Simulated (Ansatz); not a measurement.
A nudged elastic band was laid between two geometries of CH6N2OSi (11 atoms, charge 0, multiplicity 1).

All numbers below come from RKS CAM-B3LYP/6-31G (Ansatz).

| Quantity | Value |
| --- | --- |
| movable images | 5 |
| climbing image | yes |
| spring | 5.0 eV/Å² |
| optimiser | quadratic models (default) |
| start path | straight line |
| force threshold | 0.05 eV/Å |
| iteration limit | 60 |
| end points | relaxed |

Initial state:

```xyz
11
Properties=species:S:1:pos:R:3
N -0.853 0.204 1.441
C 0.009 -0.619 0.778
O 0.305 -1.708 1.572
N 0.522 -0.507 -0.382
Si 0.400 0.693 -1.666
H -1.182 1.054 1.019
H -1.160 -0.046 2.364
H 0.921 -2.283 1.080
H -0.510 1.855 -1.318
H 1.756 1.250 -1.963
H -0.142 0.050 -2.904
```

Final state:

```xyz
11
Properties=species:S:1:pos:R:3
N -1.286 -0.905 0.612
C 0.024 -0.581 0.807
O 0.493 -1.227 1.931
N 0.790 0.180 0.132
Si 0.580 1.155 -1.320
H -1.801 -0.527 -0.163
H -1.739 -1.530 1.254
H 1.430 -0.982 2.052
H 0.859 2.590 -1.006
H 1.534 0.695 -2.376
H -0.818 1.075 -1.900
```

Q: What changes between the two ends?

A: No bond is made or broken. The dihedral C2–N4–Si5–H9 goes from 0 to 120°. The two ends are copies of one structure, up to a mirror image or an exchange of like atoms.

Q: What energy profile does the band end with?

A: The forces met the threshold. The highest image is number 3 of 0 to 6, 2.9 kJ/mol above the ends, which have the same energy within 2 meV. Another band between the same ends (5 images) ends at a top of the same energy, where a vibrational analysis finds 1 clearly imaginary mode. Limits of this set-up: no polarisation functions.

| image | path coordinate (Å) | energy (kJ/mol) | dihedral C2–N4–Si5–H9 (°) |
| --- | --- | --- | --- |
| 0 | 0.00 | 0.0 | 0 |
| 1 | 0.70 | 0.6 | 20 |
| 2 | 1.39 | 2.1 | 40 |
| 3 | 2.09 | 2.9 | 60 |
| 4 | 2.79 | 2.1 | 80 |
| 5 | 3.48 | 0.6 | 100 |
| 6 | 4.18 | 0.0 | 120 |

Q: What is the geometry of the highest image?

A: 
```xyz
11
Properties=species:S:1:pos:R:3:forces:R:3
N -1.272 -0.304 1.080 0.00 0.00 0.00
C 0.026 -0.602 0.790 -0.02 0.00 0.01
O 0.508 -1.492 1.728 0.00 0.00 -0.01
N 0.772 -0.192 -0.154 0.03 -0.01 0.00
Si 0.569 0.906 -1.517 -0.01 0.00 0.00
H -1.800 0.331 0.510 0.00 0.00 0.00
H -1.709 -0.728 1.880 0.00 0.00 0.00
H 1.437 -1.693 1.505 0.00 0.00 0.00
H 0.211 2.300 -1.069 0.00 0.00 0.00
H 1.848 0.967 -2.283 0.00 0.00 0.00
H -0.525 0.450 -2.449 0.00 0.00 0.00
```

Time of the run: 3.2 min on 1 thread of Intel(R) Xeon(R) Processor @ 2.70GHz, on a shared host, peak memory 0.17 GiB.
